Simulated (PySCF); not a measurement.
## Er(SH)3 at several levels of theory

Computed with PySCF 2.14.0 (density fitting, no spin-orbit coupling) at the geometry relaxed with PBE0:

```xyz
7
Er(SH)3 (singlet in the valence; each metal's 4f electrons, 11 of them, lie in its core potential, out of spins and levels)
Er    0.0000    0.0000    0.8576
S     2.5169   -0.4236    0.9006
H     2.8352    0.8928    0.9433
S    -0.8916    2.3915    0.9006
H    -2.1908    2.0089    0.9433
S    -1.6253   -1.9679    0.9006
H    -0.6444   -2.9018    0.9433
```

```csv
level,basis,state,HOMO (eV),gap (eV),charge on Er1 (e),population of f-type functions on Er1 (polarisation alone where 4f lies in the core),dipole about the centre of mass (D),largest force component (eV/Å)
PBE0,"Er lcecp-1-SVP with ECP57, S def2-SVP, H def2-SVP",singlet,-7.50,5.06,0.82,0.03,0.18,0.00
M06-L,the same,singlet,-6.47,4.28,1.02,0.03,0.19,0.21
PBE0,"Er lcecp-1-TZVP with ECP57, S def2-TZVP, H def2-TZVP",singlet,-7.56,5.12,1.24,0.03,0.20,0.21
```

In the lcecp rows the 4f levels are missing from HOMO and gap, and the state counts the valence alone.

Charges are Mulliken's, which hang on the basis. The relaxation used the grid (50, 194), these runs (75, 302) or, all-electron (x2c bases, spin-free X2C Hamiltonian), (99, 590).

**Question.** A further run in the first row's basis gives HOMO (eV) -6.25, gap (eV) 3.28, charge on Er1 (e) 0.71, population of f-type functions on Er1 (polarisation alone where 4f lies in the core) 0.03, dipole about the centre of mass (D) 0.17, largest force component (eV/Å) 0.34. Which level was it?
A. BLYP
B. revPBE
C. r2SCAN

**Answer.** B. The others give HOMO -6.62 eV (r2SCAN); -6.05 eV (BLYP).

In the first row's basis the gap widens with exact exchange: 3.0 to 4.3 eV for BLYP, revPBE, r2SCAN, M06-L (none); 5.1 eV for PBE0 (a fixed share).

An lcecp potential fixes the number of 4f electrons, so in runs with it no electron can move into or out of that shell.
